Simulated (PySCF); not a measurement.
**Computed properties of TaF5, SMILES [F][Ta]([F])([F])([F])[F], multiplicity 1**

TaF5, SMILES [F][Ta]([F])([F])([F])[F], multiplicity 1. Geometry: r2SCAN-D4/def2-SVP. The multiplicity is an assumed one; other spin states were not compared. The isomer is the one that the SMILES or the coordinates give; other isomers of the formula were not compared. The def2 effective core potentials stand for the cores of Ta; spin–orbit coupling is left out. The values are those of a single conformer. All values are computed for the isolated molecule unless a solvent is named; none is compared with measurement here.

**Structure.** The optimised structure has D3h symmetry. All 12 harmonic modes at r2SCAN-D4/def2-SVP (PySCF) are real, so it is a minimum. With heavy atoms numbered as in [Ta:1]([F:2])([F:3])([F:4])([F:5])[F:6], the shortest bond between them is Ta1–F4 at 1.859 Å and the longest Ta1–F3 at 1.887 Å.

**Vibrations.** The strongest infrared lines (harmonic, unscaled, degenerate partners summed) lie at 725 cm⁻¹ (300 km/mol, F 85 %, Ta 15 %), 690 cm⁻¹ (257 km/mol, F 82 %, Ta 18 %), 196 cm⁻¹ (51 km/mol, F 81 %, Ta 19 %). The softest mode is at 99 cm⁻¹ and the zero-point energy is 7.1 kcal/mol.

**Electronic structure.** M06-2X/def2-TZVP (PySCF) places the frontier levels at -14.45 and -1.76 eV, a gap of 12.69 eV, and gives a dipole moment of 0.00 D and a mean polarisability of 34.6 bohr³.

**Excitations.** TDA-CAM-B3LYP/def2-SVPD (PySCF) has S1 at 7.83 eV (158 nm, f = 0.000, dark); the most intense of the 10 singlets computed lies at 7.97 eV (f = 0.02). Strengths of degenerate partners are summed. T1 (TDA) is at 7.34 eV, 0.49 eV under S1. No vertical singlet excitation falls in the visible range (under 3.1 eV).
